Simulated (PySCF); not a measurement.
Job for PySCF: R-B3LYP/3-21G on FH5N2Sn (SMILES [NH2][SnH]([NH2])[F]), a point of a torsion scan.

```python
from pyscf import gto, scf, dft, mp
from pyscf.data.elements import chemcore

mol = gto.M(
    atom='''
    N    -1.64051408   -0.50556280    0.47159511
    Sn    0.02932908    0.54725854    0.16403830
    N     1.47027099   -0.71208295   -0.45915053
    F    -0.22913586    1.66065673   -1.42334422
    H    -1.61594558   -1.39573710   -0.01268991
    H    -2.47595231   -0.02386875    0.16260092
    H     0.23756217    1.70476874    1.36945282
    H     2.02333684   -1.12029369    0.28431717
    H     2.11556657   -0.25934876   -1.09611571
    ''',
    basis='3-21g',
    charge=0, spin=0, verbose=3, max_memory=1800)
mf = dft.RKS(mol, xc='b3lyp')
mf.conv_tol = 1e-8
mf.max_cycle = 100
mf.kernel()
if not mf.converged:
    mf = mf.newton().run(mf.mo_coeff, mf.mo_occ)
```

Q: What total energy does the run end on?

A: -6210.0686 hartree.
